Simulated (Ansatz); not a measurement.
One change: `O/C=N/[CH2][AlH2]` becomes `C/N=C/O`.

Ansatz, PBE0-D4/def2-TZVP geometries, multiplicity 1. Each molecule was computed in one conformer, which needn't be the lowest.

```
                               property  `O/C=N/[CH2][AlH2]`
    HOMO energy (B3LYP/def2-TZVPP) / eV                -6.60
     LUMO energy (PBE0/def2-TZVPP) / eV                -1.45
  HOMO–LUMO gap (B3LYP/def2-TZVPP) / eV                 4.92
HOMO–LUMO gap (ωB97M-V/def2-TZVPP) / eV                 9.11
  HOMO energy (ωB97M-V/def2-TZVPP) / eV                -8.98
    LUMO energy (B3LYP/def2-TZVPP) / eV                -1.68
```

Give the same properties after the change, and the shifts. (An estimate is asked.)

Computed: 
```
                               property  `C/N=C/O`  shift
    HOMO energy (B3LYP/def2-TZVPP) / eV      -7.41  -0.81
     LUMO energy (PBE0/def2-TZVPP) / eV       0.56   2.01
  HOMO–LUMO gap (B3LYP/def2-TZVPP) / eV       7.67   2.75
HOMO–LUMO gap (ωB97M-V/def2-TZVPP) / eV      12.69   3.58
  HOMO energy (ωB97M-V/def2-TZVPP) / eV      -9.90  -0.92
    LUMO energy (B3LYP/def2-TZVPP) / eV       0.27   1.95
```

With PBE0 the HOMO falls by 0.83 eV and the LUMO rises by 2.01 eV, so the gap widens by about 2.84 eV. PBE moves the HOMO by -0.59 eV and ωB97M-V by -0.92 eV.

B3LYP here is the variant with VWN-RPA as its local correlation; programs differ in this.
